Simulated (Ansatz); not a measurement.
Computed with Ansatz on PBE0-D4/def2-TZVP structures; ΔE is electronic, products minus reactants. CCSD(T)/CBS is the MP2 limit (def2-TZVPP, def2-QZVPP) plus CCSD(T) − MP2 in def2-TZVPP, frozen cores. This one scheme is used for every species. DFT in def2-TZVPP. B3LYP here is the variant with VWN-RPA as its local correlation; programs differ in this. HSE06 is defined as in plane-wave codes. Each species was taken in one conformer, which may not be the lowest.

Consider the ligand exchange at a B–S bond: `FB(S)O[SiH3]` + H–F → `FB(F)O[SiH3]` + H₂S.

```csv
level,ΔE (kJ/mol),difference from CCSD(T)/CBS
LDA (SPW92),-73.2,3.5
PBE-D4,-69.2,7.5
revPBE-D4,-65.0,11.7
BLYP-D4,-78.3,-1.6
r2SCAN-D4,-80.8,-4.1
B97M-V,-85.6,-8.9
PBE0-D4,-73.7,3.0
B3LYP-D4,-82.4,-5.7
r2SCANh-D4,-81.5,-4.8
r2SCAN0-D4,-82.5,-5.8
BHLYP-D4,-89.1,-12.4
CAM-B3LYP-D4,-89.0,-12.3
ωB97X-V,-82.3,-5.6
ωB97M-V,-83.5,-6.8
PBE-QIDH,-78.5,-1.8
PBE,-74.3,2.4
revPBE,-75.6,1.1
BLYP,-88.9,-12.2
r2SCAN,-82.1,-5.4
PBE0,-78.2,-1.5
B3LYP,-90.7,-14.0
r2SCANh,-82.8,-6.1
r2SCAN0,-84.0,-7.3
HSE06,-78.1,-1.4
CAM-B3LYP,-93.7,-17.0
LC-ωPBE,-81.8,-5.1
RPA@PBE/def2-TZVPP,-83.3,-6.6
HF/def2-SVP,-117.2,-40.5
MP2/def2-SVP,-96.9,-20.2
CCSD/def2-SVP,-103.4,-26.7
CCSD(T)/def2-SVP,-100.5,-23.8
HF/def2-TZVPP,-109.6,-32.9
MP2/def2-TZVPP,-75.4,1.3
SCS-MP2/def2-TZVPP,-82.8,-6.1
CCSD/def2-TZVPP,-87.1,-10.4
CCSD(T)/def2-TZVPP,-82.0,-5.3
MP2/def2-QZVPP,-72.8,3.9
HF/CBS(def2),-110.7,-34.0
MP2/CBS(def2),-70.2,6.5
CCSD/CBS(def2),-81.8,-5.1
CCSD(T)/CBS,-76.7,0
```

Largest T1 diagnostic among the species: 0.013.

The D4 term adds +8.4 kJ/mol with B3LYP and +4.5 kJ/mol with PBE0; it sums over pairs of atoms, weighted by their polarisabilities, and B3LYP, whose exchange is more repulsive, gets the larger term. In def2-TZVPP, CCSD(T) changes the Hartree–Fock value by +27.6 kJ/mol (the triples alone add +5.1 kJ/mol) and MP2 by +34.2 kJ/mol. Leaving LDA and LC-ωPBE aside and taking each functional with its dispersion term where it has one, the values spread over 24.1 kJ/mol, from BHLYP-D4 to revPBE-D4.
